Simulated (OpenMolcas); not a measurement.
Ni2+ in KZnF3: curves along the breathing mode

Ni2+ with its 6 nearest fluoride ions, on the Zn site of KZnF3 (a = 4.054 Å, distance in the model lattice 2.027 Å). The rest of the host is ab initio model potentials to 7.6 Å, with orthogonalisation functions on the cations behind the ligands, and point charges beyond; the distance is set by hand and nothing relaxes. Ligand basis ANO-RCC-VDZP.

```yaml
Program: OpenMolcas 26.06
Method: "SS-CASPT2, IPEA 0.25 Eh, imaginary shift 0.1 Eh (closed shells correlated: 3s 3p and the ligand valence shells)"
Basis: ANO-RCC-VDZP [5s4p2d1f]
Scalar_Hamiltonian: DKH2, point nucleus
Active_space: 8 electrons in 5 orbitals (3d)
State_averaging: 2S+1 = 3 even, 10 roots; 2S+1 = 1 even, 15 roots
Spin-orbit_coupling: state interaction with AMFI integrals over the reference wave functions
```

Spin-free energies (labels of O, the rotations of Oh) in cm-1 above the lowest fitted minimum, as all ligands move together:

| R (Å) | 3A2 | 1E | 1T2 | 1A1 | 3T1(2) | 1T1 | 1E(2) |
| --- | --- | --- | --- | --- | --- | --- | --- |
| 1.877 | 3990 | 19000 | 30580 | 30700 | 35600 | 37660 | 47030 |
| 1.921 | 930 | 15860 | 26020 | 27270 | 30480 | 33310 | 41370 |
| 1.965 | 10 | 14860 | 23740 | 25970 | 28020 | 31300 | 38180 |
| 2.009 | 990 | 15700 | 23510 | 26590 | 27360 | 31330 | 37210 |
| 2.054 | 3820 | 18420 | 25050 | 29070 | 28940 | 33280 | 38280 |
| 2.098 | 8290 | 22750 | 28770 | 33210 | 32380 | 37030 | 41260 |
| 2.142 | 14450 | 28740 | 34100 | 39050 | 37610 | 42550 | 46130 |

Cubic fits give the following; the wavenumber is harmonic, with the mass of all moving ligands, small differences in it between states hang on the degree of the fit, a number in brackets counts states of one label, and the table is a selection of at most 14 states with clean curves.

| State | R0 (Å) | Breathing mode (cm-1) | Minimum (cm-1) |
| --- | --- | --- | --- |
| 3A2 | 1.965 | 543 | 0 |
| 1E | 1.967 | 539 | 14840 |
| 1T2 | 1.993 | 552 | 23300 |
| 1A1 | 1.973 | 541 | 25940 |
| 3T1(2) | 1.998 | 561 | 27320 |
| 1T1 | 1.987 | 553 | 31040 |
| 1E(2) | 2.008 | 563 | 37160 |
| 1T2(2) | 2.008 | 563 | 37560 |
| 1A1(2) | 2.001 | 563 | 61850 |

The minimum of 3T1(2) is shifted by +0.0333 Å against 3A2 (from the unrounded fits). With M = 114.0 u for the moving shell, the Huang-Rhys factor in this mode is S = M ω ΔR² / 2ħ = 0.01483 × 114.0 × 543 × 0.0333² = 1.02. Only the first shell moves, against a rigid host.

Roots that are degenerate in the reference are averaged as groups; the widest CASPT2 spread within a group is 930 cm-1 (the 3-fold group of multiplicity 3 near 5630 cm-1 above the lowest state of its run, R = 2.142). Shifts and gaps below about the spread of the groups concerned are not significant. Over all roots computed the reference weight is 0.73 to 0.74 in R = 1.877, 0.73 to 0.74 in R = 1.921, 0.73 to 0.74 in R = 1.965, 0.73 to 0.74 in R = 2.009, 0.73 to 0.74 in R = 2.054, 0.73 to 0.74 in R = 2.098, 0.72 to 0.74 in R = 2.142; a low but even weight reflects the number of correlated electrons. A single d shell leaves out the double-shell effect, which counts most for late 3d ions, where the CASPT2 field can be off either way by tens of per cent. Ligand-to-metal charge-transfer states are missing. These CASPT2 states fit no ligand-field parameters well, so their order and spin gaps are uncertain. For late 3d ions with one d shell CASPT2 can put B and the spin-flip bands somewhat low as well as high. With one d shell and no ligand orbital active, 10Dq can be off by tens of per cent for divalent 3d ions, low with halides held by bare charges and at times high in hosts, and the orbital part of g and χT goes as 1/10Dq. Free-ion shares, where given, are those of the reference states; single-state CASPT2 does not remix them. No measured value stands beside these numbers.
